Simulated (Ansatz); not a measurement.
Breaking the Si1–Cl3 bond in ClFSi (SMILES F[Si]Cl) (multiplicity 1 held, fragments rigid). Energies count from the point at 2.097 Å.
Geometry at that point (charge 0, multiplicity 1):
```tsv
atom	x (Å)	y (Å)	z (Å)
Si	0.3476	0.2675	0.7820
F	0.9504	1.3420	-0.2547
Cl	-0.7894	-0.9308	-0.5091
```

R- and RO- levels are restricted; in cc, def2 and unpolarised 6-31G sets they are followed outwards from rest. U- levels take the lowest unrestricted solution at each point, which mixes spins at long bonds. Active spaces are followed from a long bond inwards. Curves can end on different states.

Frozen-core correlation.

Codes used: Ansatz (a quantum-chemistry and plane-wave program) with Gaussian orbitals. Values without a source in brackets are computed.

Energies in kcal/mol.

```
R (Å)  U-HF/cc-pV(D+d)Z  U-CCSD(T)/cc-pV(D+d)Z  R-CCSDT(Q)/cc-pV(D+d)Z  FIC-MRCISD+Q on CASSCF(6,4)/cc-pV(D+d)Z
-----  ----------------  ---------------------  ----------------------  ---------------------------------------
1.677              62.1                   63.6                    63.8                                     63.3
1.887              10.4                   11.0                    11.1                                     10.9
2.097               0.0                    0.0                     0.0                                      0.0
2.306               6.2                    5.8                     5.7                                      5.8
2.516              18.5                   17.8                    17.6                                     17.7
2.830              39.1                   38.2                    37.6                                     37.8
3.145              58.2                   57.0                    55.8                                     56.2
3.669              72.5                   83.0                    78.3                                     79.3
4.193              76.0                   95.2                    89.2                                     92.2
4.822              77.0                   98.2                    86.6                                     96.7
5.661              77.3                   98.8                    72.8                                     97.7
6.709              77.3                   98.9                    72.9                                     97.8
```

Doubts at one or more of the structures used: a spin-contaminated determinant (U-HF/cc-pV(D+d)Z, U-CCSD(T)/cc-pV(D+d)Z); T1 above 0.05 (U-CCSD(T)/cc-pV(D+d)Z, R-CCSDT(Q)/cc-pV(D+d)Z); a restricted determinant that unrestricted orbitals would lower (R-CCSDT(Q)/cc-pV(D+d)Z); other coupled-cluster roots lie near (R-CCSDT(Q)/cc-pV(D+d)Z); active orbitals that take no part (FIC-MRCISD+Q on CASSCF(6,4)/cc-pV(D+d)Z).
